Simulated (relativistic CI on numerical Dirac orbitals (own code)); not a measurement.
Method of calculation: Dirac-Coulomb-Breit CI, orbitals from a KLI potential per configuration, a model potential for QED, unscaled Slater integrals (own radial code, finite nucleus).

Configuration list (outside the closed core [Ar] 3d10): 4s2.4p4, 4s.4p5, 4s2.4p3.4d, 4p6, 4s.4p4.4d, 4s2.4p3.4f, 4s.4p4.4f, 4p5.4d, 4s.4p3.4d2, 4s2.4p2.4d.4f, 4p5.4f, 4p4.4d.4f, 4s.4p3.4f2, 4s2.4p3.5s, 4p5.5s, 4s2.4p3.5p, 4s.4p3.4d.5s, 4s2.4p2.4f.5s, 4s.4p4.5s, 4s2.4p3.5d, 4s.4p4.5p, 4s2.4p3.5f, 4s2.4p3.5g, 4s.4p4.5d, 4p4.4f.5s, 4s.4p4.5f, 4s2.4p3.6s, 4s2.4p2.4d2, 4s2.4p.4d3, 4s.4p2.4d3, 4s2.4p.4d2.4f, 4s.4p2.4d2.4f, 4s2.4p.4d2.5s, 4p4.4d2, 4p3.4d3, 4p3.4d2.4f, 4p3.4d2.5s, 4s2.4p2.4d.5s, 4s.4p2.4d2.5s, 4s2.4p.4d.4f.5s, 4s.4p2.4d.4f.5s, 4s2.4p.4d.5s2, 4p4.4d.5s, 4p3.4d.4f.5s, 4p3.4d.5s2, 4s2.4p2.5s2, 4s.4p2.4d.5s2, 4s2.4p.4f.5s2, 4s.4p2.4f.5s2. Double excitations out of closed p, d and f shells are left out; levels of such configurations are missing from the list, as are those of other unlisted configurations, and high levels can miss mixing partners. These lack a partner that the ground configuration has and come out too high: 4s2.4p3.5p, 4s2.4p3.5d, 4s.4p4.5p, 4s2.4p3.5f, 4s2.4p3.5g.

At this charge energies of transitions that change n are usually good to better than 1 %, and those within a shell (Δn = 0) to a few per cent.

Outline of the computed level scheme of Ir XLIV. Lowest level of each configuration: 4s2.4p4 3P_2 at 0.000 eV; 4s2.4p3.4d 3D°_2 at 163.482 eV; 4s.4p5 3P°_2 at 226.127 eV; 4s2.4p2.4d2 3F_2 at 332.015 eV.

Some strong electric-dipole decays among the lowest 45 levels: 4s2.4p3.4d 3S°_1 → 4s2.4p4 3P_2 (2.4e+12 s⁻¹); 4s2.4p3.4d 3P°_2 → 4s2.4p4 3P_2 (2.4e+12 s⁻¹); 4s2.4p3.4d 3D°_1 → 4s2.4p4 1S_0 (2.3e+12 s⁻¹); 4s.4p5 3P°_1 → 4s2.4p4 1D_2 (1.4e+12 s⁻¹); 4s2.4p3.4d 3D°_3 → 4s2.4p4 3P_2 (1.4e+12 s⁻¹); 4s2.4p3.4d 3D°_3 → 4s2.4p4 3P_2 (8.5e+11 s⁻¹); 4s.4p5 3P°_0 → 4s2.4p4 3P_1 (8.5e+11 s⁻¹); 4s2.4p3.4d 1F°_3 → 4s2.4p4 1D_2 (7.4e+11 s⁻¹).

LS names give the leading component of a level, which can be under half, so a name can repeat, a term be missing and a line seem to break the LS rules.
